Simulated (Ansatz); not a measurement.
Molecule: sum formula AlOH, charge 0, multiplicity 1. 
Coordinates optimised at B3LYP-D3(BJ)/def2-TZVP (Ansatz, a quantum-chemistry and plane-wave program):
```xyz
3

Al     0.0000     0.0000    -0.7312
O      0.0000     0.0000     0.9503
H      0.0000     0.0000     1.9031
```
Charge 0, spin multiplicity 1.

Basis-set convergence of Hartree-Fock and CCSD(T) correlation energies (hartree) with Ansatz. Correlated levels leave the core frozen unless marked. Spin-orbit coupling is left out. No relativistic terms.

| basis | functions | E(HF) | E(corr, CCSD(T)) |
|---|---|---|---|
| cc-pV(D+d)Z | 42 | -317.41139 | -0.26003 |
| cc-pV(T+d)Z | 83 | -317.44792 | -0.32533 |
| cc-pV(Q+d)Z | 149 | -317.45721 | -0.34742 |
| cc-pV(5+d)Z | 246 | -317.45921 | -0.35528 |

Extrapolating the two largest sets (X = 4 and 5) as X^-3: E(corr) = (125·(-0.35528) - 64·(-0.34742))/61 = -0.3635 Eh, an estimate of the basis-set limit. The largest set recovers 97.7 % of it, the smallest 71.5 %.
